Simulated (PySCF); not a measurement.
## Pb: excitation energy

Pb [Xe] 4f14 5d10 6s2 6p2 (3P) → Pb [Xe] 4f14 5d10 6s1 6p2 7s1 (5P), as a difference of total energies. All numbers are calculated (PySCF 2.14, scalar relativity by spin-free X2C-1e, in aug-cc-pwCVTZ-DK3 (11s10p8d5f1g, 125 functions)). Correlated levels: valence: [Xe] 4f14 5d10 frozen; valence and next inner shell: [Kr] 4d10 4f14 frozen. The calculations carry no spin-orbit coupling.

| method | excitation energy (cm⁻¹) |
| --- | --- |
| UHF | 77825 |
| LDA | 96857 |
| PBE | 94087 |
| PBE0 | 91832 |
| r2SCAN | 93011 |
| MP2 (valence) | 83529 |
| SCS-MP2 (valence) | 85732 |
| MP2 (valence and next inner shell) | 93641 |
| SCS-MP2 (valence and next inner shell) | 94007 |

Spin-orbit coupling is strong in these open shells (close to jj coupling). The scalar numbers leave it out and a first-order estimate fails, so it can dominate the gap to the real levels.

The upper state lies above the first ionisation limit. A Rydberg-like electron needs more diffuse functions than a valence basis has.

The promoted electron is Rydberg-like, and one or two diffuse shells describe it only roughly, which tends to raise the upper state.
